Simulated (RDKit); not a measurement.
Torsional profile of SMILES O([SiH2]S)C (CH₆OSSi). Scanned: dihedral C1–O2–Si3–S4 and dihedral O2–Si3–S4–H10; all other coordinates were relaxed at GFN2-xTB. Points at φ and −φ are mirror images. Heavy atoms are numbered in the order of the SMILES CO[SiH2]S, hydrogens after them in the order of the atoms that carry them; the mirror image has the same energies with the sign of each dihedral reversed.

Calculation: MMFF94 // GFN2-xTB (RDKit 2026.03.6).

Energy in kJ/mol above the lowest grid point; x is the dihedral C1–O2–Si3–S4 (°), y the dihedral O2–Si3–S4–H10 (°).

```
y \ x  -150  -120   -90   -60   -30     0    30    60    90   120   150  180
-----  ----  ----  ----  ----  ----  ----  ----  ----  ----  ----  ----  ---
180     9.3  17.6  15.7  11.9  16.2  21.9  16.2  11.9  15.7  17.6   9.3  6.9
150    10.7  21.6  19.6  15.1  19.2  23.1  16.1  11.7  16.2  19.1   9.9  7.3
120    11.9  26.1  24.1  18.1  20.3  24.1  17.6  13.7  19.3  21.2  10.1  7.0
90      9.4  24.6  23.8  17.8  18.0  22.5  17.7  14.1  19.8  19.0   8.0  4.2
60      5.4  19.6  19.7  15.6  17.7  22.7  18.6  13.6  17.8  14.9   4.8  1.1
30      3.4  11.8  16.8  16.4  23.2  29.0  23.6  14.8  16.5  12.5   3.2  0.0
0       3.2  11.6  16.3  16.9  29.1  38.2  29.1  16.9  16.3  11.6   3.2  0.3
-30     3.2  12.5  16.5  14.8  23.6  29.0  23.2  16.4  16.8  11.8   3.4  0.0
-60     4.8  14.9  17.8  13.6  18.6  22.7  17.7  15.6  19.7  19.6   5.4  1.1
-90     8.0  19.0  19.8  14.1  17.7  22.5  18.0  17.8  23.8  24.6   9.4  4.2
-120   10.1  21.2  19.3  13.7  17.6  24.1  20.3  18.1  24.1  26.1  11.9  7.0
-150    9.9  19.1  16.2  11.7  16.1  23.1  19.2  15.1  19.6  21.6  10.7  7.3
```

The six lowest points that lie below all their neighbours on the grid: x = 180, y = -30 (0.0 kJ/mol); x = 180, y = 30 (0.0 kJ/mol); x = 180, y = 180 (6.9 kJ/mol); x = -60, y = -150 (11.7 kJ/mol); x = 60, y = 150 (11.7 kJ/mol); x = -60, y = -60 (13.6 kJ/mol). The lowest path on the grid from the first to the second passes x = 180, y = 0 at 0.3 kJ/mol.

MMFF94 has few fitted parameters for silicon.
